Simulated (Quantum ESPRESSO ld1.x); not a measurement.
Results of a calculation; reference values are marked as such.
Q: Species: K3+. Configuration: [Ne] 3s2 3p4. Level of theory: Dirac Kohn-Sham, LDA (Slater exchange, Perdew-Zunger correlation), spin-unpolarised, spherical densities, point nucleus; open shells are shared between the two j in proportion to 2j + 1 (ld1.x of Quantum ESPRESSO 7.5). Some entries of the table are withheld. Estimate them.

orbital     occ.  eigenvalue (hartree)  <1/r> (bohr^-1)  r(max) (bohr)
1s1/2          2              -130.647            18.67          0.053
2s1/2          2              -14.5039            3.799          0.318
2p1/2          2                   (1)              (2)            (3)
2p3/2          4                   (4)              (5)            (6)
3s1/2          2              -2.65492            1.166           1.05
3p1/2    1.33333              -2.02320            1.060           1.10
3p3/2    2.66667              -2.01092            1.054           1.10

A: 
(1) 2p1/2 eigenvalue (hartree): -11.9276
(2) 2p1/2 <1/r> (bohr^-1): 3.729
(3) 2p1/2 r(max) (bohr): 0.261
(4) 2p3/2 eigenvalue (hartree): -11.8212
(5) 2p3/2 <1/r> (bohr^-1): 3.693
(6) 2p3/2 r(max) (bohr): 0.263
